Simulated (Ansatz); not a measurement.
Ansatz (a first-principles code) input:

Ansatz 0.2 input:
```yaml
crystal:
  periodic: [false, false, false]
  atoms:
    - {symbol: O, position_ang: [-0.80629552, 1.87916805, -0.05012446]}
    - {symbol: B, position_ang: [-0.05860014, 0.73581423, 0.02551641]}
    - {symbol: O, position_ang: [1.28640748, 0.79574506, 0.26458340]}
    - {symbol: Si, position_ang: [2.39173060, -0.43255768, 0.39888137]}
    - {symbol: O, position_ang: [-0.67262216, -0.47255917, -0.14109116]}
    - {symbol: Si, position_ang: [-2.24699953, -0.89171942, -0.43791024]}
    - {symbol: H, position_ang: [-0.28434866, 2.67673061, 0.08032663]}
    - {symbol: H, position_ang: [3.69658368, 0.20879548, 0.65919057]}
    - {symbol: H, position_ang: [2.03864537, -1.32678731, 1.52312315]}
    - {symbol: H, position_ang: [2.45659962, -1.21095177, -0.85735509]}
    - {symbol: H, position_ang: [-2.70239896, -0.31178238, -1.72002953]}
    - {symbol: H, position_ang: [-3.12056853, -0.42767759, 0.66167507]}
    - {symbol: H, position_ang: [-2.27766532, -2.36635032, -0.51505086]}
basis:
  gaussian:
    orbitals: def2-TZVPD
hamiltonian:
  xc: {name: BHLYP}
output: {forces: true}
```

**Question.** Predict the final energy.

**Answer.** -833.97251 Eh (BHLYP/def2-TZVPD). The basis has 306 functions.
